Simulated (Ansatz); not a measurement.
Two structures of ZnNH$_{4}$ClO, singlet, reached by relaxing down either side of one saddle point (PBE0-D4/def2-TZVP). Energies are electronic, without zero-point energy. Ansatz 0.2.0; basis: def2-TZVPP and def2-QZVPP; cores frozen in the correlated methods. The 3s and 3p shells of Cu and Zn are frozen; filled d shells are correlated. Extrapolation: Hartree–Fock as exp(−7.88 √X), correlation as X^−2.97. First:

```tsv
atom	x (Å)	y (Å)	z (Å)
Zn1	-0.6511	0.1728	-0.7823
N2	1.0571	-0.5653	-0.5869
Cl3	-2.6010	0.7118	-1.4072
H4	0.4241	0.0515	1.2858
O5	-0.3313	0.6676	1.3623
H6	1.1868	-1.4631	-1.0366
H7	1.8036	0.0276	-0.9315
H8	-0.8882	0.3972	2.0965
```

Second:

Zn1  (-0.936, 0.343, -0.035)
N2  (0.989, -0.435, -0.523)
Cl3  (-2.139, 0.560, -1.792)
H4  (1.449, -0.495, 0.380)
O5  (-0.581, 0.442, 1.742)
H6  (0.968, -1.357, -0.943)
H7  (1.534, 0.167, -1.129)
H8  (-1.283, 0.775, 2.300)
(Å)

Q: Which bonds change from the first to the second?

A: ZnNH₂Cl ([NH2][Zn][Cl]) + H₂O → ZnHClO ([OH][Zn][Cl]) + NH₃ (still joined by a long Zn–N bond); bonds formed: N2–H4; dative contacts that become bonds: Zn1–O5; bonds broken: H4–O5; bonds weakened to dative contacts: Zn1–N2.

Q: Give the saddle point's structure and its height above each. (An estimate is asked for; the value comes from the calculation.)

A: By the calculation: 6.25 kcal/mol above the first and 21.40 kcal/mol above the second (CCSD(T) at an estimated basis limit (MP2 extrapolated from triple and quadruple zeta, plus CCSD(T) − MP2 in triple zeta)).
Zn1  (-0.837, 0.301, -0.618)
N2  (0.975, -0.432, -0.443)
Cl3  (-2.623, 0.744, -1.664)
H4  (0.586, -0.040, 0.785)
O5  (-0.280, 0.561, 1.312)
H6  (1.103, -1.419, -0.621)
H7  (1.748, 0.059, -0.871)
H8  (-0.673, 0.226, 2.119)
(Å)

No T1 diagnostic of these runs exceeds 0.014.

The step is the kind of ligand exchange by which a precursor binds to a hydroxyl group, or is hydrolysed, in atomic layer deposition of oxides.

Labels in which every atom is bracketed show which atoms are joined, not bond orders.

For scale, one of the runs: CCSD(T)/def2-TZVPP, 224 basis functions, launched by `ansatz run in.yaml --threads 8 --pin off --events-out ev --progress --plain --max-ram 19148MiB`. The run took 23 s on 8 CPU threads of an Intel Xeon 6975P-C (shared host), with 3.9 GiB of host memory at its peak.
